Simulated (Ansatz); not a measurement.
`O[Si@H]1O[C@H]1F` + `C#C[SiH2][AlH][Cl]` → `O[Si@]1(Cl)O[C@@H]1F` + `C#C[SiH2][AlH2]` at 400 K and 1 bar (redistribution).

Computed with Ansatz on PBE0-D4/def2-TZVP structures; ΔE is electronic, products minus reactants. CBS: MP2 limit from def2 TZ/QZ plus the TZ coupled-cluster correction, frozen cores. Each species was taken in one conformer, which may not be the lowest.

```tsv
species	CCSD(T)/CBS energy (Eh)	H − E (kJ/mol)	S (J/(mol·K))
`O[Si@H]1O[C@H]1F`	-579.10391	149.0	340.3
`C#C[SiH2][AlH][Cl]`	-1069.38528	153.7	423.1
`O[Si@]1(Cl)O[C@@H]1F`	-1038.33825	136.3	376.5
`C#C[SiH2][AlH2]`	-610.12048	162.2	384.0
```

H − E and S are ideal-gas, rigid-rotor, harmonic terms from PBE0-D4/def2-TZVP, for one conformer and one mirror image of each species. 1 Eh = 2625.50 kJ/mol, R = 8.31446 J/(mol·K).

Task: By hand: ΔE, ΔH, ΔS and ΔG.

Result: ΔE = (-1038.33825) + (-610.12048) − (-579.10391) − (-1069.38528) = 0.03046 Eh = 80.0 kJ/mol. Δ(H − E) = 136.3 + 162.2 − 149.0 − 153.7 = -4.2, so ΔH = 75.8 kJ/mol. ΔS = 376.5 + 384.0 − 340.3 − 423.1 = -2.9 J/(mol·K). ΔG = 75.8 − 400 × (-2.9)/1000 = 77.0 kJ/mol.

Task: By hand: the equilibrium constant, and the temperature at which ΔG would vanish if ΔH and ΔS stayed fixed.

Result: log₁₀ K = −ΔG/(RT ln 10) = -10.1. ΔH and −TΔS have one sign here, so there is no such temperature.

The number of gas molecules stays the same, so ΔS is small and ΔH decides. A doubt of 5 kJ/mol in ΔE shifts log₁₀ K by 0.7 here. Other conformers and mirror images would add mixing entropy, several J/(mol·K) or more a flexible species. Modes under 60 cm⁻¹, often nearly free rotors, make the harmonic entropy too high. These are equilibria of isolated gas molecules and say nothing of rates. Largest T1 diagnostic: 0.014 (customary marks: 0.02 for closed shells, 0.045 for open ones).

ΔS is within the doubt of such terms, so its sign, and with it that verdict, could turn.
